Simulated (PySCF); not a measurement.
C$_{4}$H$_{10}$Zn, triplet, geometry from GFN2-xTB (such geometries of metal compounds can be far from the true shape) (a higher spin typed on purpose: for a closed-shell molecule this is an excited state); DF-BLYP/6-31G* run with PySCF.

Input for PySCF:
```python
from pyscf import gto, scf, dft

mol = gto.Mole()
mol.atom = '''
    Zn   -0.37528979    0.18243967    0.99339466
    C     1.69930461   -0.68589563   -0.02525953
    C     1.52989648   -2.16325062   -0.19280947
    H     2.43563050   -0.40861454    0.72142499
    H     1.83102170   -0.14668714   -0.95367365
    H     0.73111761   -2.39310900   -0.89637408
    H     1.31002125   -2.64887367    0.75799703
    H     2.44888771   -2.61766265   -0.58457780
    C    -1.18070437    0.43394040   -1.32714972
    C    -0.78886695    1.80282015   -1.78750946
    H    -2.24946250    0.30148551   -1.19762412
    H    -0.73181495   -0.36987472   -1.89486316
    H     0.29386078    1.91129168   -1.83095053
    H    -1.19244613    2.57397888   -1.13126329
    H    -1.17590079    1.99918975   -2.79556629
'''
mol.basis = '6-31g*'
mol.spin = 2
mol.verbose = 4
mol.build()

mf = dft.UKS(mol)
mf.xc = 'blyp'
mf = mf.density_fit(auxbasis='def2-universal-jkfit')
mf.kernel()
```

The log (banner, timings and long lists left out):

```
PySCF version 2.14.0

[INPUT] verbose = 4
[INPUT] num. atoms = 15
[INPUT] num. electrons = 64
[INPUT] charge = 0
[INPUT] spin (= nelec alpha-beta = 2S) = 2
[INPUT] symmetry False subgroup None
[INPUT] Mole.unit = angstrom
[INPUT] Symbol           X                Y                Z      unit          X                Y                Z       unit  Magmom
[INPUT]  1 Zn    -0.375289790000   0.182439670000   0.993394660000 AA   -0.709194920446   0.344761010556   1.877243841005 Bohr   0.0
[INPUT]  2 C      1.699304610000  -0.685895630000  -0.025259530000 AA    3.211220315111  -1.296154890736  -0.047733593735 Bohr   0.0
[INPUT]  3 C      1.529896480000  -2.163250620000  -0.192809470000 AA    2.891085346136  -4.087951210596  -0.364357092523 Bohr   0.0
[INPUT]  4 H      2.435630500000  -0.408614540000   0.721424990000 AA    4.602674585637  -0.772169571115   1.363295650517 Bohr   0.0
[INPUT]  5 H      1.831021700000  -0.146687140000  -0.953673650000 AA    3.460129541136  -0.277198520596  -1.802182010714 Bohr   0.0
[INPUT]  6 H      0.731117610000  -2.393109000000  -0.896374080000 AA    1.381612047747  -4.522320596232  -1.693901516359 Bohr   0.0
[INPUT]  7 H      1.310021250000  -2.648873670000   0.757997030000 AA    2.475581379860  -5.005645774872   1.432406789934 Bohr   0.0
[INPUT]  8 H      2.448887710000  -2.617662650000  -0.584577800000 AA    4.627727081713  -4.946665495003  -1.104691940501 Bohr   0.0
[INPUT]  9 C     -1.180704370000   0.433940400000  -1.327149720000 AA   -2.231207893377   0.820028510384  -2.507949497093 Bohr   0.0
[INPUT] 10 C     -0.788866950000   1.802820150000  -1.787509460000 AA   -1.490742484221   3.406836335347  -3.377903324469 Bohr   0.0
[INPUT] 11 H     -2.249462500000   0.301485510000  -1.197624120000 AA   -4.250868052479   0.569725044425  -2.263181586973 Bohr   0.0
[INPUT] 12 H     -0.731814950000  -0.369874720000  -1.894863160000 AA   -1.382929829362  -0.698961921200  -3.580772415928 Bohr   0.0
[INPUT] 13 H      0.293860780000   1.911291680000  -1.830950530000 AA    0.555316392951   3.611817819360  -3.459995049327 Bohr   0.0
[INPUT] 14 H     -1.192446130000   2.573978880000  -1.131263290000 AA   -2.253396603998   4.864115133615  -2.137777792874 Bohr   0.0
[INPUT] 15 H     -1.175900790000   1.999189750000  -2.795566290000 AA   -2.222130442760   3.777921098538  -5.282854651166 Bohr   0.0

nuclear repulsion = 295.433296037736
number of shells = 56
number of NR pGTOs = 245
number of NR cGTOs = 110
basis = 6-31g*
ecp = {}

******** <class 'pyscf.df.df_jk.DFUKS'> ********
method = DFUKS
initial guess = minao
damping factor = 0
level_shift factor = 0
DIIS = <class 'pyscf.scf.diis.CDIIS'>
diis_start_cycle = 1
diis_space = 8
diis_damp = 0
SCF conv_tol = 1e-09
SCF conv_tol_grad = None
SCF max_cycles = 50
direct_scf = False
number electrons alpha = 33  beta = 31
XC library pyscf.dft.libxc version 7.1.2
    S. Lehtola, C. Steigemann, M. J. T. Oliveira, and M. A. L. Marques,  SoftwareX 7, 1–5 (2018)
XC functionals = blyp
    A. D. Becke,  Phys. Rev. A 38, 3098 (1988)
    C. Lee, W. Yang, and R. G. Parr,  Phys. Rev. B 37, 785 (1988)
    B. Miehlich, A. Savin, H. Stoll, and H. Preuss,  Chem. Phys. Lett. 157, 200 (1989)
radial grids:
    Treutler-Ahlrichs [JCP 102, 346 (1995); DOI:10.1063/1.469408] (M4) radial grids

becke partition: Becke, JCP 88, 2547 (1988); DOI:10.1063/1.454033
pruning grids: <function nwchem_prune>
grids dens level: 3
symmetrized grids: False
atomic radii adjust function: <function treutler_atomic_radii_adjust>
small_rho_cutoff = 0
Set gradient conv threshold to 3.16228e-05
tot grids = 175192
init E= -1936.79255511925

cycle= 1 E= -1937.16844010729  delta_E= -0.376  |g|= 0.552  |ddm|= 2.27
cycle= 2 E= -1936.64621715619  delta_E= 0.522  |g|= 1.09  |ddm|= 1.68

cycle= 3 E= -1937.33747274921  delta_E= -0.691  |g|= 0.0862  |ddm|= 1.25
cycle= 4 E= -1937.33939232432  delta_E= -0.00192  |g|= 0.0719  |ddm|= 0.18
cycle= 5 E= -1937.34232951063  delta_E= -0.00294  |g|= 0.0109  |ddm|= 0.0727
cycle= 6 E= -1937.34240688455  delta_E= -7.74e-05  |g|= 0.00303  |ddm|= 0.0189
cycle= 7 E= -1937.3424123981  delta_E= -5.51e-06  |g|= 0.00153  |ddm|= 0.00558
cycle= 8 E= -1937.34241338359  delta_E= -9.85e-07  |g|= 0.000814  |ddm|= 0.00227
cycle= 9 E= -1937.34241364687  delta_E= -2.63e-07  |g|= 0.000272  |ddm|= 0.00109
cycle= 10 E= -1937.34241368052  delta_E= -3.36e-08  |g|= 0.000194  |ddm|= 0.000501
cycle= 11 E= -1937.34241370149  delta_E= -2.1e-08  |g|= 4.29e-05  |ddm|= 0.000249
cycle= 12 E= -1937.34241370266  delta_E= -1.16e-09  |g|= 1.11e-05  |ddm|= 6.39e-05
cycle= 13 E= -1937.34241370271  delta_E= -5.55e-11  |g|= 2.92e-06  |ddm|= 1.24e-05
Extra cycle  E= -1937.34241370272  delta_E= -1e-11  |g|= 4.66e-06  |ddm|= 9.28e-06
converged SCF energy = -1937.34241370272  <S^2> = 2.008117  2S+1 = 3.0054065
```
